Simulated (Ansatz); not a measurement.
Compare A (`FC#C[CH2][GeH3]`) with its isomer B (`C#[C][GeH]([CH3])[F]`).

Calculated with Ansatz (gas phase, PBE0-D4/def2-TZVP geometries, no zero-point term in ΔE). CBS: MP2 limit from def2 TZ/QZ plus the TZ coupled-cluster correction, frozen cores. DFT in def2-TZVPP. B3LYP here is the variant with VWN-RPA as its local correlation; programs differ in this. For Ge outer-core shells are correlated without core-valence functions, which leaves a few kJ/mol of doubt a bond. Scalar relativity is left out up to krypton.

Which isomer does CCSD(T)/CBS put lower? Give the gap. (Estimate.)

Ansatz gave: B, by 259.8 kJ/mol.

Give E(B) − E(A) in kJ/mol with B2PLYP, ωB97M-V, PBE-D4, PBE0-D4, MP2/def2-TZVPP, CCSD(T)/def2-TZVPP, B3LYP. (Estimate.)

Ansatz gave: B2PLYP -254.7, ωB97M-V -247.2, PBE-D4 -221.9, PBE0-D4 -228.9, MP2/def2-TZVPP -269.1, CCSD(T)/def2-TZVPP -260.2, B3LYP -240.9. None reverses the order clearly.

Largest T1 diagnostic: 0.012.

From PBE to PBE0 (25 % exact exchange), in def2-TZVPP and without D4, E(B) − E(A) moves by −7.0 kJ/mol.
